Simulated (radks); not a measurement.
Task: These are the eigenvalues of the occupied orbitals of an atom or ion with whole-number occupations (eV). All-electron calculation, scalar-relativistic Kohn-Sham, r2SCAN, spin-unpolarised, spherical densities, finite nucleus; meta-GGA in the generalised Kohn-Sham scheme; Fermi nuclear charge, rms radius of each element as measured or else 0.836 A^(1/3) + 0.57 fm. Program: a radial shooting solver on a logarithmic mesh with Libxc functionals.

| orbital | eigenvalue |
|---|---|
| 1s | -9213.302 |
| 2s | -1836.349 |
| 2p | -1716.789 |

Which element is it, and in what charge state? The configuration may be excited.

Result: Z = 28, nickel, charge +20: Ni20+ in [He] 2s2 2p4. The list shows which subshells hold electrons but not how many an open one holds; the 1s level, -338.58 hartree, gives Z - s = 26.0 by -(Z - s)^2/2, which with screening and relativity narrows Z to a few neighbours, and the depths of the outer levels then fix element, charge and occupations together.
